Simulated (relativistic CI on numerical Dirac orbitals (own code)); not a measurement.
# Lu III: what numerical and physical settings do to a radial Dirac CI calculation

Reference input:

```
atom Lu  Z=71  charge=2  electrons=69
nucleus A=175  rms_radius_fm=5.3700
hamiltonian dirac-coulomb  breit=on  qed=on  c_scale=1
orbitals kli  potential=per-configuration
slater_scale 1
correlation none
mixing on
grid step=0.0125 r_max=86.5
scf mixing=0.4 start=green max_iterations=150 tolerance=2e-08 node_fill=0.05
configurations
  [Xe] 4f14 6s
  [Xe] 4f14 5d
  [Xe] 4f14 6p
  [Xe] 4f14 6d
  [Xe] 4f13 5d2
end
```

Computed lowest total energy -14546.86444 Ha, first excitation 6068.0 cm⁻¹, 67 SCF steps. Runs with settings changed; * marks those that are bad on purpose (the QED terms keep the true α when c is scaled):

```csv
Changed,Outcome,Lowest level,ΔE (Ha),First excitation (cm⁻¹),SCF steps,Message
"start potential bare, speed of light × 1.25",converged,4f¹⁴6s ²S1/2,276,224.0,133,
"nuclear radius 6.981 fm, grid step 0.008, iteration limit 30",converged,4f¹⁴6s ²S1/2,1.03,6052.2,68,
node fill of the KLI weights 0,converged,4f¹⁴6s ²S1/2,0.00549,6098.7,66,
iteration limit 30,converged,4f¹⁴6s ²S1/2,0,6068.0,67,
SCF mixing 2.5 *,converged,4f¹⁴6s ²S1/2,-6.66e-10,6068.0,127,
SCF tolerance 0.05 *,converged,4f¹⁴6s ²S1/2,0.000337,6119.5,30,
```

With so few configurations and no correlation, terms lie too far apart (by 10 to 50 % near neutrality), their order can be wrong, and levels of other configurations are missing.
